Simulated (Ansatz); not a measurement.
Reaction (ligand exchange at a P–O bond): `[SiH3]OP` + H₂Se → `P[SeH]` + `O[SiH3]`

Gas-phase electronic energies from Ansatz, PBE0-D4/def2-TZVP geometries. CBS: MP2 limit from def2 TZ/QZ plus the TZ coupled-cluster correction, frozen cores. Functionals use def2-TZVPP. HSE06 is defined as in plane-wave codes. For Se outer-core shells are correlated without core-valence functions, which leaves a few kJ/mol of doubt a bond. Scalar relativity is left out up to krypton. One conformer a species, not always the lowest.

```
             level  ΔE (kJ/mol)
       LDA (SPW92)        -35.0
         r2SCAN-D4        -33.8
           PBE0-D4        -37.3
               PBE        -40.9
             HSE06        -38.7
    MP2/def2-TZVPP        -31.6
SCS-MP2/def2-TZVPP        -25.1
    MP2/def2-QZVPP        -32.8
```

Task: What does CCSD(T)/CBS give? (Estimate.)

Result: The calculation gave: -30.3 kJ/mol. The listed levels differ from it by -4.7, -3.5, -7.0, -10.6, -8.4, -1.3, 5.2, -2.5 kJ/mol.

Largest T1 diagnostic among the species: 0.012.

At CCSD(T), def2-SVP lies +7.8 kJ/mol from the extrapolated value and def2-TZVPP +3.4 kJ/mol. From BLYP to BHLYP (50 % exact exchange), in def2-TZVPP and without D4, ΔE moves by +7.2 kJ/mol.
